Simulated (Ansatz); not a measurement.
The same path of C$_{2}$H$_{8}$B$_{2}$Si (13 atoms, charge 0, multiplicity 1) was run 3 times with different band settings.

These are results of RKS r2SCAN-D4/def2-SVP (Ansatz), not measurements.

Relaxed end points:

```xyz
13
Properties=species:S:1:pos:R:3
Si -2.188 -0.122 0.664
B -0.538 1.042 0.800
B 0.686 0.412 0.017
C 1.440 0.090 -1.327
C 1.852 -0.640 -0.094
H -1.986 -1.368 -0.143
H -2.642 -0.542 2.030
H -3.306 0.648 0.026
H -0.620 2.064 1.436
H 2.087 0.882 -1.721
H 0.865 -0.439 -2.096
H 2.793 -0.367 0.397
H 1.578 -1.694 0.024
```

```xyz
13
Properties=species:S:1:pos:R:3
Si -2.184 -0.126 0.675
B -0.536 1.041 0.804
B 0.687 0.413 0.016
C 1.855 -0.635 -0.103
C 1.430 0.091 -1.334
H -1.981 -1.375 -0.128
H -2.633 -0.542 2.044
H -3.307 0.636 0.037
H -0.620 2.065 1.436
H 1.587 -1.690 0.021
H 2.800 -0.357 0.379
H 0.850 -0.441 -2.097
H 2.072 0.884 -1.734
```

Common settings: optimiser quadratic models (default); start path IDPP; force threshold 0.05 eV/Å; end points relaxed.

| run | movable images | climbing image | spring | iteration limit |
| --- | --- | --- | --- | --- |
| 1 | 7 | yes | 5.0 eV/Å² | 43 |
| 2 | 7 | yes | 2.0 to 10.0 eV/Å², energy-weighted | 46 |
| 3 | 8 | no | 5.0 eV/Å² | 51 |

What does each run give, and how far can it be trusted?

Run 1: converged after 12 iterations, highest image 1.040 eV above the first end. A vibrational analysis at the climbing image gives 2 clearly imaginary modes (458i, 90i cm⁻¹): a point of higher order, so a lower path passes nearby.
Run 2: converged after 13 iterations, highest image 1.040 eV above the first end. Another band between the same ends (7 images) ends at a top of the same energy, where a vibrational analysis finds 2 clearly imaginary modes.
Run 3: converged after 12 iterations, highest image 0.865 eV above the first end. No image climbed, so the highest image needn't sit at the top of the path.
